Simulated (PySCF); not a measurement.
From one molecule to another.

First species: C9H8.
Cartesian coordinates in Å at the PBE0-D3(BJ)/def2-SVP level; atoms count from 1:
```xyz
17
C9H8 angstrom
C      2.313    0.252   -2.863
C      1.323    0.120   -2.170
C      0.152   -0.031   -1.394
C      0.128   -0.137   -0.034
C      1.354   -0.097    0.698
C      2.397   -0.062    1.317
C     -1.137   -0.291    0.713
C     -1.130   -0.397    2.053
C     -2.418   -0.325   -0.066
H      3.192    0.367   -3.469
H     -0.792   -0.062   -1.945
H      3.326   -0.030    1.855
H     -2.063   -0.511    2.610
H     -0.197   -0.373    2.620
H     -3.278   -0.441    0.607
H     -2.562    0.602   -0.645
H     -2.433   -1.162   -0.782
```

Second species: C6H5F3O.
InChI=1S/C6H5F3O/c7-6(8,9)3-5-1-2-10-4-5/h1-2,4H,3H2

Levels: CAM-B3LYP/def2-SVPD for dipole moment, HOMO energy, LUMO energy, HOMO–LUMO gap, static isotropic polarisability and electronic spatial extent ⟨r²⟩ about the centre of nuclear charge; TDDFT CAM-B3LYP/def2-SVPD for lowest singlet excitation; TDA CAM-B3LYP/def2-SVPD for lowest triplet excitation (Tamm–Dancoff); ΔSCF CAM-B3LYP/def2-SVPD for vertical ionisation energy; PBE0-D3(BJ)/def2-SVP for rotational constant A and rotational constant C. Geometries: PBE0-D3(BJ)/def2-SVP. All species are isolated and taken at one optimised geometry, non-relativistic unless stated; the electronic structure was computed with PySCF and density fitting.

Dipoles, sizes and rotational constants follow the conformer. The torsions of the flexible species, by atom-mapped SMILES:
- `[CH:1]#[C:2]/[CH:3]=[C:4](\[C:5]#[CH:6])[C:7](=[CH2:8])[CH3:9]`: C3–C4–C7–C8 180°
- `[F:1][C:2]([F:3])([F:4])[CH2:5][c:6]1[cH:7][cH:8][o:9][cH:10]1`: F1–C2–C5–C6 59°, C2–C5–C6–C7 66°

| property | column X | column Y |
| --- | --- | --- |
| dipole moment | 0.59 D | 1.99 D |
| HOMO energy | -7.64 eV | -8.27 eV |
| LUMO energy | -0.91 eV | 0.99 eV |
| HOMO–LUMO gap | 6.73 eV | 9.26 eV |
| lowest singlet excitation | 4.47 eV | 6.29 eV |
| lowest triplet excitation (Tamm–Dancoff) | 2.43 eV | 4.07 eV |
| static isotropic polarisability | 116.4 au | 72.2 au |
| vertical ionisation energy | 8.24 eV | 9.08 eV |
| electronic spatial extent ⟨r²⟩ about the centre of nuclear charge | 1375 bohr² | 1494 bohr² |
| rotational constant A | 2.509 GHz | 3.300 GHz |
| rotational constant C | 0.819 GHz | 0.730 GHz |

Question: Which column belongs to which species?

Answer: Column X is the first species and column Y the second. The first has 17 atoms and 62 electrons, the second 15 and 76.

Question: How does each property change from the first species to the second?

Answer: dipole moment +1.40 D; HOMO energy -0.63 eV; LUMO energy +1.90 eV; HOMO–LUMO gap +2.53 eV; lowest singlet excitation +1.82 eV; lowest triplet excitation (Tamm–Dancoff) +1.64 eV; static isotropic polarisability -44.2 au; vertical ionisation energy +0.84 eV; electronic spatial extent ⟨r²⟩ about the centre of nuclear charge +119 bohr²; rotational constant A +0.791 GHz; rotational constant C -0.089 GHz.

On the first: The principal polarisabilities are 64.1, 116.7 and 168.3 au; their mean is the isotropic value. S1 lies 2.26 eV below the HOMO–LUMO gap; its leading configuration is HOMO→LUMO, weight 0.94.

On the second: The polarisability is 10.70 Å³ as a volume (1 au = 0.148185 Å³), or 0.95 au for each of the 76 electrons.
